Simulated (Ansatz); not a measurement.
Ideal-gas functions of `[CH3][Al]([SH])[Br]` at 298.15 K and 1 bar, from an Ansatz frequency run at PBE0-D4/def2-TZVP.

Molar mass 155.0 g/mol, point group Cs (symmetry number 1), electronic degeneracy 1, moments of inertia 142.619, 363.842, 503.344 u Å². Harmonic wavenumbers (cm⁻¹, unscaled): 30, 115, 141, 177, 274, 346, 510, 628, 657, 696, 725, 1221, 1437, 1438, 2705, 3047, 3127, 3142.

Use S(trans) = R[1.5 ln M + 2.5 ln T − 1.1517]; rotational temperatures θ = 24.2544 K / I; S(rot) = R[ln(√π/σ · √(T³/θAθBθC)) + 1.5]; for each mode x = 1.438777 ν̃/T, S = R[x/(eˣ − 1) − ln(1 − e⁻ˣ)] and H = RT x/(eˣ − 1); 1 cm⁻¹ = 0.0119627 kJ/mol; R = 8.31446 J/(mol·K).

Question: By hand: the entropy, in J/(mol·K).

Answer: Translation 171.8. Rotation: θ = 0.1701, 0.0667, 0.0482 K, giving 119.5. Vibration, mode by mode: 24.39, 13.32, 11.67, 9.87, 6.57, 4.96, 2.65, 1.69, 1.51, 1.30, 1.16, 0.16, 0.06, 0.06, 0.00, 0.00, 0.00, 0.00, in all 79.4. Electronic 0.0. Sum 370.7 J/(mol·K).

Question: By hand: H − E and G − E in kJ/mol, counted from the electronic energy.

Answer: Zero-point energy ½ × 20416 × 0.0119627 = 122.1; thermal vibration 11.5; translation, rotation and pV give 4 RT = 9.9. H − E = 143.5 kJ/mol, and G − E = 143.5 − 298.15 × 370.7/1000 = 33.0 kJ/mol.

Vibration gives 21 % of the entropy, 49.4 J/(mol·K) of it from the modes under 150 cm⁻¹: soft modes count most, and the harmonic formula is weakest for them. The sum counts one conformer and one mirror image; others add a mixing term.
